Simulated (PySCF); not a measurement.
C5H15NO2Si. Atoms are numbered in the order given.

```xyz
24

Si    -0.5278     0.4267    -0.3614
O     -0.8205     1.6925     0.6655
C     -0.1194     2.9170     0.6609
O      1.1335     0.3114    -0.3813
C      1.8482    -0.6852    -1.0927
C      3.2643    -0.7592    -0.5635
N     -1.2280    -1.0263     0.2239
C     -2.4619    -1.5887    -0.2761
C     -0.7647    -1.6018     1.4704
H     -1.0898     0.6714    -1.7205
H      0.9733     2.7590     0.6591
H     -0.3832     3.5347    -0.2184
H     -0.3928     3.4819     1.5660
H      1.3438    -1.6667    -0.9869
H      1.8574    -0.4427    -2.1743
H      3.2637    -1.0249     0.5050
H      3.7646     0.2155    -0.6714
H      3.8480    -1.5148    -1.1121
H     -2.7446    -1.1134    -1.2282
H     -3.3046    -1.4523     0.4322
H     -2.3602    -2.6762    -0.4606
H     -1.4874    -1.4511     2.2975
H     -0.5969    -2.6919     1.3683
H      0.1904    -1.1412     1.7684
```

Coordinates come from a r2SCAN-D4/def2-SVP optimisation. Other conformers were not sampled.

Method: ωB97X/def2-SVP (PySCF).

Isolated molecule, no solvent.

The total energy is -693.84344 hartree and the highest occupied level is -8.78 eV. The lowest empty level is 3.76 eV. The orbital gap is 12.54 eV and the dipole moment comes out as 1.12 D. The quadrupole, principal values (traceless, Buckingham form, about the centre of nuclear charge) is -2.23, -1.91, 4.14 D·Å and the mean static polarisability is 88.4 bohr³ (13.10 Å³). The polarisability, principal values is 81.5, 89.5, 94.3 bohr³.
